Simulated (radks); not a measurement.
Problem. The mean radii <r> (bohr) of the occupied orbitals of an atom or ion are listed with their occupations. Calculated with a radial shooting solver on a logarithmic mesh with Libxc functionals: Dirac Kohn-Sham, PBE, spin-unpolarised, spherical densities, point nucleus.

| orbital | occ. | <r> |
|---|---|---|
| 1s1/2 | 2 | 0.02611 |
| 2s1/2 | 2 | 0.1117 |
| 2p1/2 | 2 | 0.09402 |
| 2p3/2 | 4 | 0.09991 |
| 3s1/2 | 2 | 0.2986 |
| 3p1/2 | 2 | 0.2886 |
| 3p3/2 | 4 | 0.3004 |
| 3d3/2 | 4 | 0.2713 |
| 3d5/2 | 6 | 0.2750 |
| 4s1/2 | 2 | 0.6952 |
| 4p1/2 | 2 | 0.7212 |
| 4p3/2 | 4 | 0.7488 |
| 4d3/2 | 4 | 0.8314 |
| 4d5/2 | 6 | 0.8418 |
| 5p1/2 | 2 | 1.944 |
| 5p3/2 | 4 | 2.025 |
| 4f5/2 | 2 | 3.528 |

Name the element and its charge. Open shells, if any, fill j = l - 1/2 first.

Solution. Z = 55, caesium, charge +1: Cs+ in [Kr] 4d10 5p6 4f2. The 1s radius gives Z: for a bare nucleus <r> = (2 gamma + 1)/(2Z) with gamma = sqrt(1 - (Z/c)^2), 0.02574 bohr for Z = 55, and screening makes it slightly larger (0.02611 here). The occupations add up to 54, and the charge is Z minus that.
